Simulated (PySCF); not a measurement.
WOCl₃, SMILES [Cl][W](=[O])([Cl])[Cl] (connectivity only; charge and spin as stated), neutral, multiplicity 2.

The structure is a stationary point at PBE0-D3(BJ)/def2-SVP. The spin state was assumed, not searched. The def2 effective core potentials stand for the cores of W; spin–orbit coupling is left out.

Level of theory: PBE/def2-TZVP (PySCF).

The molecule is in vacuum.

Task: Estimate the frontier levels, dipole moment and polarisability. (The exact figures need the calculation; the answer reports its results.)

Result: 
```json
{
  "α spin, highest occupied and lowest empty level": "-5.09 and -4.45 eV",
  "β spin, highest occupied and lowest empty level": "-8.04 and -4.14 eV",
  "dipole_moment": "1.16 D",
  "quadrupole, principal values (traceless, Buckingham form, about the centre of nuclear charge)": "-2.27, 1.11, 1.16 D·Å",
  "mean_static_polarisability": "81.9 bohr³ (12.13 Å³)",
  "polarisability_principal_values": "69.2, 85.4, 91.1 bohr³",
  "⟨S²⟩": "0.754 (pure state 0.75)"
}
```
